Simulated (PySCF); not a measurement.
Isomers of C2H5F3Si, mass 114.011 u with the commonest isotopes. Computed with PBE0-D3(BJ)/def2-SVP geometry optimisation, gas phase in PySCF. One conformer each, none proved a minimum here; rigid rotors.

Problem. Order these by rotational constant C, smallest first.
A. `FC(F)(F)C[SiH3]`
B. `C[SiH2]C(F)(F)F`
C. SiEtF3 (`CC[Si](F)(F)F`)

Solution. A (1690 MHz), B (1823 MHz), C (2019 MHz).

Problem. Order these by rotational constant A, largest first.
A. `FC(F)(F)C[SiH3]`
B. `C[SiH2]C(F)(F)F`
C. `CC[Si](F)(F)F` (SiEtF3)

Solution. A (5114 MHz), B (4277 MHz), C (3747 MHz).

Problem. Order these by rotational constant B, smallest first.
A. SiEtF3, `CC[Si](F)(F)F`
B. `FC(F)(F)C[SiH3]`
C. `C[SiH2]C(F)(F)F`

Solution. B (1697 MHz), C (1968 MHz), A (2043 MHz).

```tsv
SMILES	point group	Ia (u·Å²)	Ib (u·Å²)	Ic (u·Å²)	κ	μa (D)	μb (D)	μc (D)
CC[Si](F)(F)F	–	134.89	247.42	250.27	-0.97	2.42	1.18	0.03
C[SiH2]C(F)(F)F	–	118.16	256.78	277.23	-0.88	2.43	0.19	0.00
FC(F)(F)C[SiH3]	–	98.82	297.81	299.11	-1.00	1.50	1.35	0.00
```
